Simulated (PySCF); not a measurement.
**Name the molecule from its bond curve**

A diatomic of charge 0 contains Hg. Its doublet curve at PBE0 in a double-zeta basis (scalar-relativistic core potentials, PySCF), in eV from the separated fragments:

(R (Å), E (eV)): (1.767, -0.423), (1.849, -0.946), (1.932, -1.214), (1.993, -1.301), (2.055, -1.322), (2.117, -1.297), (2.199, -1.219), (2.302, -1.084), (2.425, -0.909), (2.589, -0.694)

The fit gives ωe = 442 cm⁻¹ and the rotational constant Bₑ = 0.2313 cm⁻¹.

**Question.** Which atom is the partner?

**Answer.** The minimum lies at 2.049 Å, so the reduced mass is 16.8576 u Å² cm⁻¹/(Bₑ·Re²) = 17.36 u. With Hg at 201.97 u the partner weighs about 19.0 u: F. The molecule is HgF.

Spin–orbit coupling is left out. The state is the lowest determinant that a PBE0 search found; another state may lie lower at other levels.
